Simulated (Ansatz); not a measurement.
Input for Ansatz (a first-principles code): R-wB97X-V/def2-TZVPPD on AsH3 (SMILES [AsH3]) with ghost functions, monomers drawn apart or pushed together. Files ending in .json are basis or fitting sets from the Basis Set Exchange.

Ansatz 0.2 input:
```yaml
crystal:
  periodic: [false, false, false]
  atoms:
    - {symbol: As, position_ang: [0.13657463, 0.61123896, 5.49869133]}
    - {symbol: H, position_ang: [-0.60154093, 1.20176542, 6.69638993]}
    - {symbol: H, position_ang: [-0.69847011, -0.66344983, 5.54169777]}
    - {symbol: H, position_ang: [-0.82565345, 1.26949649, 4.51515176]}
basis:
  gaussian:
    orbitals: def2-TZVPPD.json
    ghost_atoms:
      - {symbol: Si, position_ang: [0.00474387, -0.08228078, 0.19729922]}
      - {symbol: H, position_ang: [0.31397630, -0.62958426, -1.14309886]}
      - {symbol: H, position_ang: [-1.42185911, 0.30733567, 0.25608056]}
      - {symbol: H, position_ang: [0.85178177, 1.10246107, 0.45833281]}
      - {symbol: H, position_ang: [0.27391406, -1.11349795, 1.22468440]}
hamiltonian:
  xc: {name: wB97X-V}
scf: {lower_state_search: off}
```

Output:

```
Functional definition: wB97X-V
[...]
these checks for a lower state are left out or cut short: stability, starts, cluster_reference, orbital_swaps, neighbouring_geometries, increment
integrals: 0.17 GiB planned
1112 factors; their error is unknown
integrals: 0.20 GiB planned
316 factors; integrals over basis functions are off by at most 2.6e-5 eV
mean field: 1.25 GiB planned
mean field evaluation 1: about -60883.8988 eV, gradient 1.0e1 eV
mean field evaluation 2: about -60884.0423 eV, gradient 6.8e0 eV
mean field evaluation 4: about -60884.0789 eV, gradient 2.7e-1 eV
mean field evaluation 8: about -60884.2389 eV, gradient 4.1e-2 eV
mean field -60884.23889914 eV, -2237.4545107239 hartree, gradient 5.6e-6 eV, S^2 0.000000; 0 other end points of the search recorded, 0 dependent functions left out
reference -60884.23889738 eV, -2237.4545106593 hartree; 18, 18 occupied and 203, 203 virtual orbitals, 1112 factors
Total energy: -60884.23889738 eV, -2237.4545106593 hartree
Checks for a lower state left out: stability, starts, cluster_reference, orbital_swaps, neighbouring_geometries, increment
```

The calculation finished and met its thresholds.

Cost: very roughly 5 core-seconds.
